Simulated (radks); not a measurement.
Results of a calculation; reference values are marked as such.
All-electron atom: Sb24+ in [Ar] 3d9.

Level of theory: non-relativistic Kohn-Sham, PBE, spin-polarised, spherical densities, point nucleus; open shells are filled with parallel spins first (spin-orbit coupling, left out, can overturn this in heavy ions); relativity is left out, which matters for an element this heavy (a radial shooting solver on a logarithmic mesh with Libxc functionals).

Energy parts (hartree):
| part | energy |
|---|---|
| total | -6031.93344 |
| kinetic | 6030.51239 |
| electron-nucleus | -13494.82451 |
| Hartree | 1571.50557 |
| exchange-correlation | -139.12690 |

Orbitals (lengths in bohr, moments of r in powers of bohr; <r^-3> diverges for s and p1/2; r(max) is where P^2 peaks):
| orbital | occ. | eigenvalue (hartree) | <r^4> | <r^-3> | <r^2> | r(max) |
|---|---|---|---|---|---|---|
| 1s up | 1 | -1101.524 | 3.575e-06 | - | 0.001189 | 0.01975 |
| 1s down | 1 | -1101.523 | 3.575e-06 | - | 0.001189 | 0.01975 |
| 2s up | 1 | -188.1533 | 0.0006334 | - | 0.01934 | 0.1091 |
| 2s down | 1 | -188.0577 | 0.0006328 | - | 0.01933 | 0.1091 |
| 2p up | 3 | -178.2560 | 0.0004131 | 4342 | 0.01454 | 0.08538 |
| 2p down | 3 | -178.1868 | 0.0004125 | 4345 | 0.01453 | 0.08536 |
| 3s up | 1 | -57.79447 | 0.02440 | - | 0.1280 | 0.3083 |
| 3s down | 1 | -57.69648 | 0.02447 | - | 0.1281 | 0.3084 |
| 3p up | 3 | -53.72835 | 0.02297 | 849.7 | 0.1216 | 0.2941 |
| 3p down | 3 | -53.62511 | 0.02305 | 847.5 | 0.1218 | 0.2943 |
| 3d up | 5 | -46.34081 | 0.01759 | 138.8 | 0.1001 | 0.2384 |
| 3d down | 4 | -46.21523 | 0.01769 | 138.6 | 0.1003 | 0.2386 |

The highest occupied level is 3d down at -1257.6 eV. Virial ratio -V/T = 2.00024. The spin density at the nucleus is -1.115 e/bohr^3 (1s -0.148, 2s -2.952, 3s 1.985). For comparison, the ionisation energy in NIST's Atomic Spectra Database is 1285 eV (theoretical). In exact Kohn-Sham theory the highest level is minus the ionisation energy, but local and semilocal functionals leave it too shallow, through self-interaction and a potential that decays too fast; potentials with the right tail come closer. Spin moment in Bohr magnetons: 1. The density falls to 0.001 e/bohr^3 at r = 1.02 bohr. The electron density at the nucleus is 9.324e+04 e/bohr^3.
